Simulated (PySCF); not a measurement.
Species: C7H11P.
SMILES with atom numbers: `[CH3:1][C:2]#[C:3][P:4]([CH3:5])[CH:6]1[CH2:7][CH2:8]1`

Structure used (GFN2-xTB), in Å, numbered top down from 1:
```xyz
19
C7H11P angstrom
C      3.0737   -1.2291    0.3950
C      1.9603   -0.4763   -0.1387
C      1.0097    0.1559   -0.5260
P     -0.2970    1.0451   -1.3155
C     -0.3554    2.4916   -0.1494
C     -1.7262    0.1129   -0.6065
C     -1.6719   -0.5346    0.7453
C     -1.6801   -1.3800   -0.4886
H      3.8285   -0.5487    0.7893
H      2.7352   -1.8846    1.1981
H      3.5218   -1.8364   -0.3919
H     -1.2181    3.1084   -0.3979
H      0.5473    3.0864   -0.2767
H     -0.4307    2.1579    0.8844
H     -2.6747    0.5476   -0.9099
H     -2.5580   -0.5089    1.3631
H     -0.7473   -0.4753    1.3014
H     -2.5685   -1.9463   -0.7265
H     -0.7584   -1.8763   -0.7565
```

NICS = −σ at a ghost point: NICS(0) at the centroid of the ring atoms, NICS(1) 1 Å to either side along the normal of their mean plane, zz for the tensor component along that normal. Level: GIAO PBE0/pcSseg-1 (PySCF, non-relativistic, gas phase) on the GFN2-xTB geometry, one conformer.

Ring bond lengths (Å), with Mayer bond orders in brackets: C6–C7 1.500 (0.94), C7–C8 1.496 (0.97), C8–C6 1.498 (0.96).

Q: What do the NICS probes read (ppm)?

A: 
```tsv
ring	type	NICS(0)	NICS(1), two faces	NICS(1)zz, two faces	rms pucker (Å)	centre to ring atoms, mean (Å)
C6–C7–C8	3-membered carbocycle; formal bonds all single	-44.9	-9.8 / -8.5	-26.0 / -24.4	0.00	0.86
```

Q: What do they say, and how far can they be read as aromaticity?

A: 
- C6–C7–C8: mean NICS(1)zz -25.2 ppm, shielded. C6, C7, C8 have four or more neighbours, so the value isn't read as a sign of a π ring current. NICS(0) lies 36 ppm below the mean NICS(1).

Q: Give the inner angles of the rings and the Hirshfeld charges of the ring atoms.

A: 
- C6–C7–C8: C6 59.9° (-0.089 e), C7 60.0° (-0.094 e), C8 60.1° (-0.093 e); sum 180.0° against 180° for a flat convex ring.

The run took 31 s of wall time on Arm Neoverse V1, one thread, no GPU, shared host, and the process peaked at 0.88 GiB of memory. This is the whole shielding run at PBE0/pcSseg-1, SCF included.
